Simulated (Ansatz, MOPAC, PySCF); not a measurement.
Torsion F1–Te2–S3–H4 in FHSTe (SMILES F[Te]S); at each angle all else is relaxed with GFN2-xTB, and the levels are single points there.
Geometry at 270° (charge 0, multiplicity 1):
```xyz
4

F      1.773    -0.752     0.121
Te     0.924     1.022    -0.318
S     -1.233     0.449     0.402
H     -1.715    -0.041    -0.740
```

On the grid 0° to 330°, 0° is the highest and 270° the lowest point at MP2/CBS(def2-TZVPP, def2-QZVPP) + ΔCCSD(T)/def2-TZVPP.

Cores are frozen in the correlated methods. Filled d and f shells under p-block atoms count as core. CBS: X⁻³ extrapolation of the correlation energy, Hartree–Fock from the larger set. The state reached by PM3 isn't checked.

Run with Ansatz (Gaussian orbitals); MOPAC for PM3 (differences of heats of formation); PySCF for the dispersion terms. Each number belongs to the level named beside it. In def2 rows elements past Kr take small-core potentials, without spin–orbit coupling.

Problem. What energy at 0° less that at 270° does MP2/CBS(def2-TZVPP, def2-QZVPP) + ΔCCSD(T)/def2-TZVPP give?

Solution. 443 meV

Problem. Predict the energy at 0° less that at 270° from PBE0-D4/def2-TZVPP.

Solution. 479 meV

Problem. Give the energy at 0° less that at 270° at the level PM3.

Solution. 35 meV

Ansatz is a program for electronic structure.
